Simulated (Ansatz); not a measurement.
Basis-set series for `P[SiH]1CN1`. The species carries charge 0 and has multiplicity 1. The geometry is a stationary point of PBE0-D4/def2-TZVP. It is one conformer, not always the lowest.

```json
{"functional": "PBE0-D4", "basis": "def2-SVP", "functions": "94", "energy (Eh)": "-726.64922", "HOMO (eV)": "-6.64", "LUMO (eV)": "0.31"}
{"functional": "PBE0-D4", "basis": "def2-TZVPP", "functions": "230", "energy (Eh)": "-726.98458", "HOMO (eV)": "-6.74", "LUMO (eV)": "-0.07"}
{"functional": "ωB97M-V", "basis": "def2-SVP", "functions": "94", "energy (Eh)": "-726.90993", "HOMO (eV)": "-8.86", "LUMO (eV)": "2.25"}
{"functional": "ωB97M-V", "basis": "def2-TZVPP", "functions": "230", "energy (Eh)": "-727.25052", "HOMO (eV)": "-8.97", "LUMO (eV)": "1.69"}
```

Task: Give the rows for def2-QZVPP. (Estimate.)

Result: The calculation gave: 
```csv
functional,basis,functions,energy (Eh),HOMO (eV),LUMO (eV)
PBE0-D4,def2-QZVPP,434,-727.01104,-6.77,-0.18
ωB97M-V,def2-QZVPP,434,-727.27554,-9.00,1.43
```

Positive LUMOs are unbound and depend on the basis.

Computed with Ansatz.
